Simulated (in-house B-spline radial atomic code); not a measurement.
Successive ionisation energies of tellurium; each step leads to the configuration of the next row (after the last: [Kr] 4d2). Dirac energy differences include first-order Breit, QED and recoil terms. NIST's values go from ground level to ground level; the uncertainty of those that are theory runs from under 0.1 % in few-electron ions to several per cent in heavy many-electron ones. Computed with a B-spline radial code for spherical atoms: Dirac-Hartree-Fock, average of the configuration, finite nuclei.

| ion | configuration | ionisation energy (eV) | tabulated value (eV) | tabulated kind | computed minus tabulated (eV) | highest orbital | largest mean radius (bohr) |
| --- | --- | --- | --- | --- | --- | --- | --- |
| Te | [Kr] 4d10 5s2 5p4 | 8.92 | 9.009808 | measured | -0.09 | 5p3/2 | 2.7165 |
| Te+ | [Kr] 4d10 5s2 5p3 | ? | ? | measured | ? | ? | ? |
| Te2+ | [Kr] 4d10 5s2 5p2 | 26.27 | 27.84 | measured | -1.57 | 5p3/2 | 2.3909 |
| Te3+ | [Kr] 4d10 5s2 5p1 | 36.04 | 37.4155 | measured | -1.37 | 5p3/2 | 2.2799 |
| Te4+ | [Kr] 4d10 5s2 | 56.21 | 59.3 | measured | -3.09 | 5s1/2 | 1.907 |
| Te5+ | [Kr] 4d10 5s1 | ? | ? | tabulated theory | ? | ? | ? |
| Te6+ | [Kr] 4d10 | 123.34 | 124.2 | measured | -0.86 | 4d5/2 | 0.94795 |
| Te7+ | [Kr] 4d9 | 145.75 | 143 | tabulated theory | 2.75 | 4d5/2 | 0.92539 |
| Te8+ | [Kr] 4d8 | 169.00 | 167 | tabulated theory | 2.00 | 4d5/2 | 0.90496 |
| Te9+ | [Kr] 4d7 | ? | ? | tabulated theory | ? | ? | ? |
| Te10+ | [Kr] 4d6 | 217.91 | 215 | tabulated theory | 2.91 | 4d5/2 | 0.86831 |
| Te11+ | [Kr] 4d5 | 243.52 | 245 | tabulated theory | -1.48 | 4d5/2 | 0.85169 |
| Te12+ | [Kr] 4d4 | 269.87 | 272 | tabulated theory | -2.13 | 4d5/2 | 0.836 |
| Te13+ | [Kr] 4d3 | 296.95 | 299 | tabulated theory | -2.05 | 4d5/2 | 0.82113 |

Fill in the row of Te+.

ionisation energy (eV): 17.19; tabulated value (eV): 18.6; computed minus tabulated (eV): -1.41; highest orbital: 5p3/2; largest mean radius (bohr): 2.5297.

Fill in the row of Te5+.

ionisation energy (eV): 68.96; tabulated value (eV): 69.1; computed minus tabulated (eV): -0.14; highest orbital: 5s1/2; largest mean radius (bohr): 1.8481.

Fill in the row of Te9+.

ionisation energy (eV): 193.07; tabulated value (eV): 191.1; computed minus tabulated (eV): 1.97; highest orbital: 4d5/2; largest mean radius (bohr): 0.88601.

Where is the largest jump?

From Te to Te+, by a factor of 1.93 (8.9231 to 17.187 eV); the highest orbital goes from 5p3/2 to 5p3/2.

Where a p, d or f electron is removed, the computed value is a mean over both j, so it misses the tabulated one by a part of the spin-orbit splitting; averaging over terms and missing correlation add to the gap, relatively most at low charge.
